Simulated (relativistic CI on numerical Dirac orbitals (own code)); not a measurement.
What each ingredient does to the levels of Ce²²⁺

Base calculation: Dirac-Coulomb-Breit CI, separate exchange-only KLI orbitals for each configuration, QED by a radiative potential, unscaled Slater integrals.

CI space (outside the closed core [Ar] 3d10): 4s²4p⁶, 4s²4p⁵4d, 4s4p⁶4d, 4s²4p⁵4f, 4s4p⁶4f, 4s²4p⁵5s, 4s²4p⁵5p, 4p⁶4d², 4p⁵4d³, 4p⁵4d²4f, 4p⁵4d²5s, 4p⁵4d²5p, 4p⁶4f², 4p⁵4d4f², 4p⁵4f³, 4p⁵4f²5s, 4p⁵4f²5p. Double excitations out of closed p, d and f shells are left out; levels of such configurations are missing from the list, as are those of other unlisted configurations, and high levels can miss mixing partners.

Variants: (1) configuration mixing switched off. Shifts of the energy above 4s²4p⁶ ¹S0, in cm⁻¹, for the lowest level and the first level of each name with at least 55 % of one term (blank where a level changes its place among those of its configuration and J or its character, or is not in the variant):

```csv
Level,Base,Δ(1)
4s²4p⁶ ¹S0,0,0
4s²4p⁵4d ³P°0,751010,-391
4s²4p⁵4d ³P°1,768272,-390
4s²4p⁵4d ³F°3,791272,+1719
4s²4p⁵4d ³F°4,808981,+2600
4s²4p⁵4d ³D°3,855435,-157
4s²4p⁵4d ³D°1,912418,-378
4s²4p⁵4d ³F°2,972797,+1840
4s²4p⁵4d ¹P°1,1140962,-296
4s4p⁶4d ³D1,1509442,+29677
4s4p⁶4d ³D2,1523047,+26703
4s4p⁶4d ³D3,1551486,+25367
4s4p⁶4d ¹D2,1625711,+5666
4s²4p⁵4f ³G5,1787779,-114
```

At this charge energies of transitions that change n are usually good to better than 1 %, and those within a shell (Δn = 0) to a few per cent.

Ionisation energy from the two ground configurations alone: base 748.551 eV. The NIST ASD value (theoretical) is 749 eV.

LS names give the leading component of a level, which can be under half, so a name can repeat, a term be missing and a line seem to break the LS rules.
